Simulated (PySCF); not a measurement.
SbCl5, SMILES [Cl][Sb]([Cl])([Cl])([Cl])[Cl].

Geometry: PBE0-D3(BJ)/def2-SVP. The isomer is the one that the SMILES or the coordinates give; other isomers of the formula were not compared. The def2 effective core potentials stand for the cores of Sb; spin–orbit coupling is left out.

Computed with PySCF with HF/def2-TZVP.

Symmetry labels are those of the subgroup C2v that the program uses (full group D3h).

### Question
List the valence orbital energies around the gap with their symmetry. (The exact figures need the calculation; the answer reports its results.)

### Answer

```csv
orbital,symmetry,energy (eV)
HOMO−7,B1,-13.89
HOMO−6,B1,-13.65
HOMO−5,B2,-13.26
HOMO−4,A1,-13.02
HOMO−3,B1,-13.02
HOMO−2,A1,-12.79
HOMO−1,A2,-12.63
HOMO,B2,-12.63
LUMO,A1,-1.23
LUMO+1,A1,2.13
LUMO+2,B1,2.13
LUMO+3,B2,3.83
```
